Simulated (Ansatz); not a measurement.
Breaking the Si2–H6 bond in H6SiSn (SMILES [SiH3][SnH3]) (multiplicity 1 held, fragments rigid). Energies count from the point at 1.482 Å.
Geometry at that point (charge 0, multiplicity 1):
```xyz
8

Sn    -0.618     0.061    -0.011
Si     1.944    -0.193     0.035
H     -1.315    -0.977    -1.182
H     -1.067     1.669    -0.396
H     -1.299    -0.327     1.512
H      2.311    -1.589     0.369
H      2.527     0.713     1.053
H      2.513     0.147    -1.291
```

Signs of static correlation in def2-SVP, with CASSCF(2,2), from Ansatz (a quantum-chemistry and plane-wave program) runs.

```csv
R (Å),T1 of restricted CCSD,⟨S²⟩ of UHF,largest double amplitude of restricted CCSD,weight of the CASSCF reference in MRCISD,CASSCF natural occupations
1.186,0.011,0.000,0.037,0.894,1.99 0.01
1.334,0.011,0.000,0.040,0.894,1.99 0.01
1.482,0.011,0.000,0.042,0.894,1.98 0.02
1.630,0.012,0.000,0.039,0.894,1.97 0.03
1.778,0.012,0.000,0.039,0.894,1.96 0.04
2.001,0.014,0.000,0.061,0.895,1.93 0.07
2.223,0.016,…,0.131,0.895,1.89 0.11
2.594,0.024,…,0.267,0.894,1.77 0.23
2.964,0.036,0.891,0.407,0.894,1.60 0.40
3.409,0.052,0.970,0.581,0.894,1.39 0.61
4.002,0.068,1.000,0.771,0.894,1.19 0.81
4.743,0.075,1.006,0.904,0.894,1.07 0.93
```

Problem. What belongs in the gaps?

Solution. 
- 2.223, ⟨S²⟩ of UHF: 0.204
- 2.594, ⟨S²⟩ of UHF: 0.704

Doubts at one or more of the structures used: a restricted determinant that unrestricted orbitals would lower (R-CCSD(T)/def2-SVP); other coupled-cluster roots lie near (R-CCSD(T)/def2-SVP); T1 above 0.05 (R-CCSD(T)/def2-SVP, U-CCSD(T)/def2-SVP); a spin-contaminated determinant (U-CCSD(T)/def2-SVP).
